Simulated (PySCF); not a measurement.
## Correlation energy of Cu⁺ (copper, charge +1)

[Ar] 3d9 4s1, high-spin 3D determinant (an excited configuration). All numbers are calculated (PySCF 2.14, no relativity, point nucleus, in def2-QZVPPD). Frozen: [Ar]; 10 electrons correlated.

```csv
level,correlation energy (mhartree)
CCSD,-346.85
(T),-10.20
CCSD(T),-357.05
```

Diagnostics: T1 = 0.013, D1 = 0.0357, largest double amplitude 0.015.

Cost of the coupled-cluster step: of the order of 70 core-seconds, for 10 correlated electrons.

Iterations:

```
CC2 = 0
CCSD nocc = (np.int64(6), np.int64(4)), nmo = (91, 91)
frozen orbitals [[0, 1, 2, 3, 4, 5, 6, 7, 8], [0, 1, 2, 3, 4, 5, 6, 7, 8]]
max_cycle = 100
direct = 0
conv_tol = 1e-08
conv_tol_normt = 1e-06
diis_space = 8
diis_start_cycle = 0
Init t2, MP2 energy = -0.37223432025586
Init E_corr(UCCSD) = -0.372234320288551
cycle = 1  E_corr(UCCSD) = -0.337925882176514  dE = 0.0343084381  norm(t1,t2) = 0.0653281
cycle = 2  E_corr(UCCSD) = -0.34797843751332  dE = -0.0100525553  norm(t1,t2) = 0.0235776
cycle = 3  E_corr(UCCSD) = -0.346397811777545  dE = 0.00158062574  norm(t1,t2) = 0.0118719
cycle = 4  E_corr(UCCSD) = -0.346716915925432  dE = -0.000319104148  norm(t1,t2) = 0.00336511
cycle = 5  E_corr(UCCSD) = -0.346848712865  dE = -0.00013179694  norm(t1,t2) = 0.000711206
cycle = 6  E_corr(UCCSD) = -0.346856336703054  dE = -7.62383805e-06  norm(t1,t2) = 0.00036537
cycle = 7  E_corr(UCCSD) = -0.346843723180439  dE = 1.26135226e-05  norm(t1,t2) = 0.000112792
cycle = 8  E_corr(UCCSD) = -0.346847702876749  dE = -3.97969631e-06  norm(t1,t2) = 4.45118e-05
cycle = 9  E_corr(UCCSD) = -0.346848090460167  dE = -3.87583418e-07  norm(t1,t2) = 1.6615e-05
cycle = 10  E_corr(UCCSD) = -0.346847158726943  dE = 9.31733223e-07  norm(t1,t2) = 5.73408e-06
cycle = 11  E_corr(UCCSD) = -0.34684734372191  dE = -1.84994966e-07  norm(t1,t2) = 2.26411e-06
cycle = 12  E_corr(UCCSD) = -0.346847384853089  dE = -4.11311794e-08  norm(t1,t2) = 8.33015e-07
cycle = 13  E_corr(UCCSD) = -0.346847357545036  dE = 2.73080529e-08  norm(t1,t2) = 3.27535e-07
cycle = 14  E_corr(UCCSD) = -0.346847374201067  dE = -1.66560308e-08  norm(t1,t2) = 1.2231e-07
cycle = 15  E_corr(UCCSD) = -0.346847374299271  dE = -9.82040005e-11  norm(t1,t2) = 7.12785e-08
UCCSD converged
E(UCCSD) = -1639.033271142573  E_corr = -0.3468473742992708
UCCSD(T) correction = -0.0101974881239245
```
